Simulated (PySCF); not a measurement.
Gas-phase reaction: GeH2 + Cl2 = GeH2Cl2

Method: PySCF energies plus ideal-gas RRHO corrections (1 bar). † marks an energy on the PBE0/def2-TZVP geometry and frequencies. MP2 and CCSD(T) freeze the core. All species are closed-shell singlets. Ge: all electrons, no relativistic terms. GeH2: computed as isolated molecules; such fragments, hydroxides, amides, oligomers or adducts are transient or little studied in the gas. MP2 isn't extrapolated to the basis-set limit. CCSD(T) isn't extrapolated to the basis-set limit.

PBE/def2-TZVP† gives ΔH°(298 K) = -447 kJ.

**Question.** What do CCSD(T)/def2-SVP†, M06-2X/def2-TZVP†, MP2/def2-TZVPP† give?

**Answer.** CCSD(T)/def2-SVP†: -478 kJ; M06-2X/def2-TZVP†: -483 kJ; MP2/def2-TZVPP†: -511 kJ. For scale, ΔH°(298 K) is -447 kJ at this level, -464 kJ at ωB97M-V/def2-TZVP†, and runs from -513 to -361 kJ over the 20 levels computed.
